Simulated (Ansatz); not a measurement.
Cost and result for the atomization energy of C$_{2}$H$_{8}$O$_{2}$Si$_{2}$ (`O[Si@H]1C[Si@@H](O)C1`) (14 atoms, 14 bonds).

```xyz
14

O    -1.7519    0.1802    1.5030
Si   -0.1751   -0.2611    1.3320
C     0.8732    1.0719    0.4947
Si    0.5055    0.1669   -1.1014
O    -0.8810    0.8456   -1.7080
C     0.1245   -1.4066   -0.1436
H    -2.1518    0.5792    0.7259
H     0.2492   -0.7403    2.6706
H     1.9270    0.9451    0.7681
H     0.6038    2.1220    0.5968
H     1.5489    0.0922   -2.1639
H    -1.2413    0.4729   -2.5137
H     1.0385   -1.9920    0.0119
H    -0.6694   -2.0761   -0.4725
```

Charge 0, multiplicity 1. Geometry: relaxed with PBE0-D4/def2-TZVP. It is one conformer, not always the lowest. Program: Ansatz. All runs use 2 threads of an AMD EPYC 7R13 on a shared host and a share of an NVIDIA H100 80 GB. Times are those of one run each, without the atoms' runs, and a repeat can differ threefold. Electronic energies, without spin–orbit coupling; frozen cores. CCSD(T)/CBS adds CCSD(T) − MP2 in def2-TZVPP to the MP2 limit, and its time is that of the two runs behind it. T1 = 0.011. B3LYP takes the VWN-RPA correlation (the form of Gaussian; ORCA's B3LYP/G).

CCSD(T)/CBS is a level of theory with its own doubt, some kJ/mol a heavy atom from the limit and from the frozen cores, so smaller differences don't rank the functionals.

```
                             level  functions  wall time
   PBE-D4/def2-TZVPP (with forces)        320      3.6 s
                PBE0-D4/def2-TZVPP        320      3.9 s
                 B2PLYP/def2-TZVPP        320        4 s
r2SCAN-D4/def2-TZVPP (with forces)        320      4.5 s
 B3LYP-D4/def2-TZVPP (with forces)        320      5.5 s
                ωB97X-V/def2-TZVPP        320        6 s
                    MP2/def2-QZVPP        608        6 s
                CCSD(T)/def2-TZVPP        320        7 s
  ωB97M-V/def2-TZVPP (with forces)        320        7 s
                 CCSD(T)/CBS(def2)          –       13 s
```

Question: What atomization energy does each give, and how far from CCSD(T)/CBS? (Estimate.)

Answer: The calculation gave: 
```tsv
level	atomization (kJ/mol)	difference from CCSD(T)/CBS	per bond
PBE-D4/def2-TZVPP (with forces)	5459.1	40.9	2.9
PBE0-D4/def2-TZVPP	5384.1	-34.1	-2.4
B2PLYP/def2-TZVPP	5329.5	-88.7	-6.3
r2SCAN-D4/def2-TZVPP (with forces)	5417.5	-0.7	0.0
B3LYP-D4/def2-TZVPP (with forces)	5376.0	-42.2	-3.0
ωB97X-V/def2-TZVPP	5422.6	4.4	0.3
MP2/def2-QZVPP	5456.5	38.3	2.7
CCSD(T)/def2-TZVPP	5266.3	-151.9	-10.8
ωB97M-V/def2-TZVPP (with forces)	5424.1	5.9	0.4
CCSD(T)/CBS(def2)	5418.2	0.0	0.0
```

From PBE to PBE0 (25 % exact exchange), in def2-TZVPP and without D4, the atomization energy moves by −69.4 kJ/mol: exact exchange takes away binding that semilocal exchange gives to molecules. In def2-TZVPP, CCSD(T) changes the Hartree–Fock value by +1309.9 kJ/mol (the triples alone add +75.5 kJ/mol) and MP2 by +1409.3 kJ/mol; breaking electron pairs costs correlation energy, which Hartree–Fock lacks. The D4 term adds +58.8 kJ/mol with B3LYP and +30.9 kJ/mol with PBE0; it sums over pairs of atoms, weighted by their polarisabilities, and B3LYP, whose exchange is more repulsive, gets the larger term.
